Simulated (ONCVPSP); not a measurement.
**carbon (C): excitation energies, all-electron against ONCV**

```json
{"Element": "carbon (C)", "Generator": "ONCVPSP 4.0.1", "Type": "optimised norm-conserving Vanderbilt (ONCV)", "Functional": "PBE", "Relativity": "scalar-relativistic", "Frozen core": "[He]", "Valence charge": "4", "Reference configuration": "2s2 2p1 (charge +1)", "Partial waves": "2s: rc 1.10 bohr, ncon 4, nbas 7, qcut 5.7 1/bohr, 2 projectors, debl 3.3 Ha; 2p: rc 2.45 bohr, ncon 3, nbas 7, qcut 6.7 1/bohr, 1 projector", "Local potential": "polynomial inside 0.70 bohr (lpopt 5, dvloc0 -1 Ha)", "Core correction": "Teter function, fcfact 5.25, rcfact 1"}
```

Energies are relative to the spin-unpolarised reference configuration 2s2 2p1; without spin polarisation the order of configurations can differ from experiment.

(1) Give the all-electron excitation energy and the error of the potential for: 2s2 2p2; 2s2 2p0; 2s1 2p0; 2s1 2p2.

Levels in the configuration 2s2 2p0:

```json
{"level": "2s", "all-electron (eV)": "-40.379", "pseudo (eV)": "-40.095"}
```

Note: no bound ghost flagged; GHOST(+) flagged for p at 40.8 eV.

Results:

(1)

```csv
valence configuration,charge,ΔE all-electron (eV),error AE − PS (meV)
2s2 2p2,0,-10.861,+51
2s2 2p0,+2,24.156,+223
2s1 2p0,+3,72.350,+593
2s1 2p2,+1,8.754,-1.2
```
